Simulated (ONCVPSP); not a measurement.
**oxygen: excitation energies, all-electron against ONCV**

ONCVPSP 4.0.1 input, shortened (lines: element, Z, core and valence counts, functional; n l f; lmax; l rc ep ncon nbas qcut; lloc lpopt rc5 dvloc0; l nproj debl; icmod fcfact rcfact), PBEsol, scalar-relativistic:

```
  O 8.00    1    2  -116133      upf
    1    0    2.00
    2    0    2.00
    2    1    3.00
    2
    0    0.65    0.00    4    8    8.20
    1    1.20    0.00    3    7   13.50
    2    1.30    0.17    3    7    8.10
    4    5    0.60    0.00
    0    2    1.00
    1    2    1.80
    2    2    2.40
    3    4.75    1.40
```

In the s channel the program set the typed energies aside and used -1.451, 0.250 Ha.

Energies are relative to the spin-unpolarised reference configuration 2s2 2p3; without spin polarisation the order of configurations can differ from experiment.

(1) Give the all-electron excitation energy and the error of the potential for: 2s2 2p4; 2s2 2p2; 2s2 2p1; 2s2 2p3.5.

Results:

(1)

| valence configuration | charge | ΔE all-electron (eV) | error AE − PS (meV) |
| --- | --- | --- | --- |
| 2s2 2p4 | 0 | -16.360 | +5.7 |
| 2s2 2p2 | +2 | 33.478 | +18 |
| 2s2 2p1 | +3 | 87.185 | +128 |
| 2s2 2p3.5 | +0.5 | -10.106 | +2.3 |
